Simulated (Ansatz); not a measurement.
A structure relaxed at r2SCAN-D4/def2-SVP in Ansatz, charge 0, singlet:

```
atom    x (Å)    y (Å)    z (Å)
 Ga1  -4.6652  -2.0471  -0.2332
 Sb2  -3.7973  -1.5511   2.2966
 Sb3  -2.3216  -1.4813  -1.4046
 Ga4  -1.6554   1.0797  -1.2327
 Ga5  -1.3367  -0.7103   2.9013
 Sb6  -0.9493   1.4016   1.3340
 Sb7   0.5660   1.5967  -2.5856
 Ga8   1.1975   4.2012  -2.6325
 Ga9   1.5099   2.3274   1.7364
Sb10   1.7441   4.3649   0.0271
Ga11  -0.4231  -3.1641  -0.6524
Sb12   0.3043  -2.4825   1.8117
Sb13   1.6784  -2.3858  -2.1186
Ga14   2.6418   0.1037  -1.9046
Ga15   2.9337  -1.9564   2.0699
Sb16   2.9812   0.3732   0.7179
 H17  -5.7021  -0.9237  -0.5510
 H18  -4.9339  -3.5843  -0.2978
 H19  -4.8712  -0.5024   3.0981
 H20  -4.0754  -2.9018   3.2931
 H21  -2.4970  -1.7678  -3.0762
 H22  -2.8333   2.0407  -1.6082
 H23  -1.1265  -0.4330   4.4251
 H24  -1.9897   2.6081   1.9374
 H25   0.2149   1.1209  -4.1847
 H26  -0.0902   5.0565  -2.8524
 H27   2.5645   4.4026  -3.3609
 H28   1.8216   2.7146   3.2183
 H29   0.9070   5.6713   0.7259
 H30   3.3070   4.9907   0.2730
 H31  -0.7421  -4.6803  -0.8621
 H32   0.0073  -3.9085   2.6948
 H33   1.2674  -2.6258  -3.7529
 H34   2.9305  -3.5345  -2.0498
 H35   3.9285   0.3000  -2.7710
 H36   3.2484  -1.6762   3.5736
 H37   3.6807  -3.0009   1.1695
 H38   4.5751   0.9642   0.8276
```

(1) Give its formula and point group.

(2) Summarise the bond lengths by kind (pairs closer than 1.2 times the sum of covalent radii, bridged metal pairs left out).

Results:

(1) Ga8Sb8H22, a nanocrystal cut from wurtzite GaSb (hydrogen-capped). Point group Cs (tolerance 0.1 Å).

(2) 21 × Ga–Sb 2.65 to 2.72 Å; 11 × Ga–H 1.56 to 1.57 Å; 11 × H–Sb 1.70 Å.

In the def2 sets Sb takes a core potential; there is no spin–orbit coupling. Single mean-field runs in def2-SVP are fitted with def2-universal-jkfit.
